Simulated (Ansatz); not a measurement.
Relaxation of Ga2Se4⁻ with UKS PBE-D4/def2-SVPD.

```sh
$ ansatz run in.yaml --threads 4 --pin off --events-out ev --progress --plain --max-ram 4787MiB
```

```yaml
crystal:
  periodic: [false, false, false]
  atoms:
    - {symbol: Ga, position_ang: [-1.898430, -1.995560, -0.601210]}
    - {symbol: Ga, position_ang: [1.116540, 0.258150, 0.614760]}
    - {symbol: Se, position_ang: [0.488130, -2.039210, 0.527030]}
    - {symbol: Se, position_ang: [2.926240, 1.261670, 1.514630]}
    - {symbol: Se, position_ang: [-2.025620, 0.667060, -1.706760]}
    - {symbol: Se, position_ang: [-0.606860, 1.847890, -0.348450]}
basis:
  gaussian: {orbitals: def2-SVPD}
total_charge: -1
magnetization: {spin_polarized: true, initial_magnetization: 1}
hamiltonian: {xc: pbe, dispersion: d4}
scf: {lower_state_search: "off"}
output: {orbitals: {seedname: orbitals}}
relax: {f_tol: 0.02, max_steps: 100}
```

Run time 37 s (4 threads of Intel Xeon 6975P-C on a shared host), peak host memory 0.71 GiB.

Positions (Å) and forces (eV/Å) at steps 1, 2, 3, 4, 5, 6, 7, 8, 10 of 10:

```xyz
6
step=1 energy=-366063.0571 eV
Ga   -1.898   -1.996   -0.601    0.520    0.345    0.098
Ga    1.117    0.258    0.615   -0.455   -0.204   -0.245
Se    0.488   -2.039    0.527   -0.583    0.363   -0.312
Se    2.926    1.262    1.515    0.052    0.134    0.006
Se   -2.026    0.667   -1.707   -0.121   -0.724   -0.038
Se   -0.607    1.848   -0.348    0.586    0.086    0.491
6
step=2 energy=-366063.2461 eV
Ga   -1.893   -1.972   -0.616    0.219    0.450   -0.078
Ga    1.078    0.244    0.581   -0.087    0.050   -0.002
Se    0.376   -1.997    0.463   -0.144   -0.086   -0.033
Se    2.868    1.317    1.463    0.112    0.014    0.025
Se   -1.900    0.548   -1.620   -0.182   -0.439   -0.018
Se   -0.530    1.860   -0.271    0.083    0.011    0.106
6
step=3 energy=-366063.3054 eV
Ga   -1.836   -1.801   -0.646    0.107   -0.227    0.106
Ga    1.072    0.235    0.584    0.240    0.426    0.073
Se    0.334   -1.978    0.451    0.019   -0.488    0.135
Se    2.878    1.323    1.453   -0.073   -0.161   -0.025
Se   -1.907    0.419   -1.596   -0.291    0.294   -0.311
Se   -0.541    1.802   -0.247   -0.002    0.155    0.021
6
step=4 energy=-366063.3502 eV
Ga   -1.791   -1.792   -0.636    0.092    0.036   -0.012
Ga    1.068    0.245    0.585    0.012    0.186   -0.038
Se    0.365   -2.022    0.490   -0.058   -0.035    0.018
Se    2.882    1.290    1.457    0.000   -0.094    0.018
Se   -1.964    0.460   -1.634   -0.026   -0.006    0.045
Se   -0.559    1.819   -0.262   -0.019   -0.086   -0.031
6
step=5 energy=-366063.3603 eV
Ga   -1.756   -1.771   -0.640    0.060   -0.010   -0.017
Ga    1.067    0.267    0.578   -0.006    0.078   -0.033
Se    0.371   -2.018    0.510   -0.056    0.036   -0.007
Se    2.897    1.254    1.469    0.004   -0.065    0.020
Se   -1.999    0.459   -1.642   -0.006   -0.048    0.058
Se   -0.579    1.809   -0.274    0.004    0.010   -0.021
6
step=6 energy=-366063.3698 eV
Ga   -1.711   -1.772   -0.657   -0.005   -0.017   -0.035
Ga    1.062    0.310    0.562   -0.043   -0.031   -0.003
Se    0.368   -1.993    0.534    0.015    0.075   -0.003
Se    2.923    1.191    1.490    0.002   -0.027    0.006
Se   -2.039    0.443   -1.632    0.017   -0.040    0.067
Se   -0.603    1.821   -0.297    0.015    0.039   -0.032
6
step=7 energy=-366063.3748 eV
Ga   -1.668   -1.804   -0.697    0.012    0.106    0.000
Ga    1.033    0.329    0.564   -0.011    0.093   -0.041
Se    0.391   -1.971    0.530   -0.039   -0.062   -0.014
Se    2.903    1.147    1.540    0.029   -0.011    0.024
Se   -2.128    0.443   -1.521   -0.035   -0.138   -0.025
Se   -0.532    1.855   -0.416    0.044    0.012    0.056
6
step=8 energy=-366063.3770 eV
Ga   -1.636   -1.787   -0.701   -0.018   -0.049    0.005
Ga    1.023    0.356    0.552    0.057    0.024    0.042
Se    0.395   -1.962    0.544   -0.008    0.015   -0.018
Se    2.915    1.103    1.549   -0.038   -0.004   -0.020
Se   -2.146    0.421   -1.520    0.006    0.039    0.002
Se   -0.550    1.869   -0.425    0.001   -0.026   -0.011
6
step=10 energy=-366063.3778 eV
Ga   -1.655   -1.792   -0.690   -0.011    0.002   -0.007
Ga    1.032    0.350    0.556   -0.009    0.003   -0.009
Se    0.394   -1.966    0.527    0.010    0.006    0.007
Se    2.909    1.121    1.552    0.012    0.003    0.008
Se   -2.137    0.425   -1.522   -0.014   -0.006   -0.009
Se   -0.543    1.862   -0.423    0.012   -0.008    0.010
```

The structure comes from a short search, and lower isomers may exist.
